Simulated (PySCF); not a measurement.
Sb (antimony, neutral) across methods

[Kr] 4d10 5s1 5p4, high-spin 4P determinant (an excited configuration). All numbers are calculated (PySCF 2.14, the spin-free X2C one-electron Hamiltonian (Gaussian nucleus), in aug-cc-pwCVTZ-DK3 (10s9p7d4f1g, 109 functions)).

| method | E (hartree) | mean ε 5s α (eV) | mean ε 5p α (eV) | mean ε 5p β (eV) | Σ⟨r²⟩ (bohr²) | ⟨S²⟩ |
| --- | --- | --- | --- | --- | --- | --- |
| PBE0 | -6479.90 | -16.291 | -7.226 | -5.051 | 63.51 | 3.760 |
| r2SCAN | -6480.26 | -15.204 | -6.537 | -4.428 | 63.45 | 3.768 |
| PBE | -6479.82 | -14.381 | -6.105 | -4.426 | 63.66 | 3.757 |
| LDA | -6474.05 | -14.556 | -6.183 | -4.564 | 63.46 | 3.755 |
| UHF | -6477.46763 | -21.457 | -10.143 | -5.747 | 65.49 | 3.798 |
| M06-L | -6480.11 | -14.495 | -6.035 | -4.302 | 63.62 | 3.759 |
| CAM-B3LYP | -6480.59 | -17.907 | -8.325 | -6.213 | 63.64 | 3.758 |
| r2SCANh | -6480.25 | -15.888 | -6.939 | -4.673 | 63.47 | 3.769 |
